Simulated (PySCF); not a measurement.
HSE06 on Li⁻ (lithium, charge -1), [He] 2s2, closed-shell 1S. All numbers are calculated (PySCF 2.14, the spin-free X2C one-electron Hamiltonian (Gaussian nucleus), in aug-cc-pCVTZ-DK (7s6p4d2f, 59 functions)).

```
cycle= 1 E= -7.48723760932353  delta_E= -0.00112  |g|= 0.00738  |ddm|= 0.979
cycle= 2 E= -7.48731017245987  delta_E= -7.26e-05  |g|= 0.00612  |ddm|= 0.408
cycle= 3 E= -7.48752642285503  delta_E= -0.000216  |g|= 0.000373  |ddm|= 0.227
cycle= 4 E= -7.48752672772482  delta_E= -3.05e-07  |g|= 3.81e-05  |ddm|= 0.00226
cycle= 5 E= -7.48752673560367  delta_E= -7.88e-09  |g|= 1.9e-06  |ddm|= 0.00108
cycle= 6 E= -7.48752673561663  delta_E= -1.3e-11  |g|= 1.21e-07  |ddm|= 0.000227
converged SCF energy = -7.48752673561663  <S^2> = -4.4408921e-15  2S+1 = 1
```

Highest occupied orbital energy: 0.784 eV; ⟨L²⟩ = 0.00; populations by l: s 4.00, p 0.00, d 0.00, f 0.00.

Problem. Can this result be used?

Solution. With care. Self-consistency was reached. At HSE06 the highest occupied level has a positive energy, so only the finite basis holds that electron; in a semilocal or global hybrid functional this comes from self-interaction and does not mean that the real anion is unbound.
